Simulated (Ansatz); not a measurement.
Job for Ansatz (a first-principles code): R-r2SCAN/cc-pV(T+d)Z on FH3Si (SMILES F[SiH3]), a point of a bond scan (R = 1.606 Å). Files ending in .json are basis or fitting sets from the Basis Set Exchange.

Ansatz 0.2 input:
```yaml
crystal:
  periodic: [false, false, false]
  atoms:
    - {symbol: F, position_ang: [1.09031130, -0.01710858, -0.17021174]}
    - {symbol: Si, position_ang: [-0.49646928, 0.00779033, 0.07750530]}
    - {symbol: H, position_ang: [-0.94494949, 1.41511357, 0.06667951]}
    - {symbol: H, position_ang: [-0.77052837, -0.61593767, 1.38810265]}
    - {symbol: H, position_ang: [-1.14675391, -0.75426329, -1.00795064]}
basis:
  gaussian:
    orbitals: cc-pV_T+d_Z.json
    pivot_positions_ang: [[1.09031130, -0.01710858, -0.17021174], [-0.49646928, 0.00779033, 0.07750530], [-0.94494949, 1.41511357, 0.06667951], [-0.77052837, -0.61593767, 1.38810265], [-1.14675391, -0.75426329, -1.00795064]]
hamiltonian:
  xc: {name: r2SCAN}
scf: {lower_state_search: off}
output: {orbitals: {seedname: ./end}}
```

Problem. What total energy does the run end on?

Solution. -391.1697 hartree.
